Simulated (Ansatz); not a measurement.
Which is lower?

Two relaxed structures of AlH₂TeCl, singlet (PBE0-D4/def2-TZVP; forces vanish, vibrations not checked).

A:

Cl1  (-0.117, -1.792, -1.135)
Al2  (-1.041, 0.503, 0.628)
Te3  (1.471, 1.301, 0.424)
H4  (-1.266, -2.359, -1.176)
H5  (0.960, 2.552, 1.390)
(Å)

B:

Cl1  (-2.363, 0.372, 0.459)
Al2  (-0.752, -0.774, -0.239)
Te3  (1.541, 0.094, 0.307)
H4  (-1.020, -2.093, -1.052)
H5  (2.201, -1.202, -0.490)
(Å)

Computed with Ansatz 0.2.0 (basis: def2-TZVPP); correlated methods freeze the cores. Filled d shells of the heavier atoms are correlated. Core potentials replace the inner electrons of the atoms past krypton. The def2 sets are not built for correlating such inner shells, so the correlated values are less sure here. B3LYP uses VWN-RPA correlation.

**Question.** Which structure is lower at CCSD(T), and by how much? (To be estimated.)

**Answer.** The calculation gives: B, by 2.384 eV (electronic energy, against the other). By their contacts, A is a complex of AlHTe ([Al][TeH]) + HCl and B is AlH₂TeCl ([Cl][AlH][TeH]).

All methods give the same order:

| method | E(B) − E(A) (eV) |
| --- | --- |
| PBE-D4 | -2.208 |
| r2SCAN-D4 | -2.570 |
| PBE0-D4 | -2.356 |
| B3LYP-D4 | -2.282 |
| wB97M-V | -2.323 |
| HF | -2.591 |
| MP2 | -2.519 |
| CCSD | -2.404 |
| CCSD(T) | -2.384 |

The T1 diagnostic stays at or below 0.012.

Labels in which every atom is bracketed show which atoms are joined, not bond orders.

For scale, one of the runs: CCSD(T)/def2-TZVPP, 162 basis functions, launched by `ansatz run in.yaml --threads 2 --pin off --events-out ev --progress --plain --max-ram 4352MiB`. Time: 30 s of wall clock on 2 CPU threads of an Intel Xeon Platinum 8259CL; the host was shared. Peak host memory: 1.3 GiB.
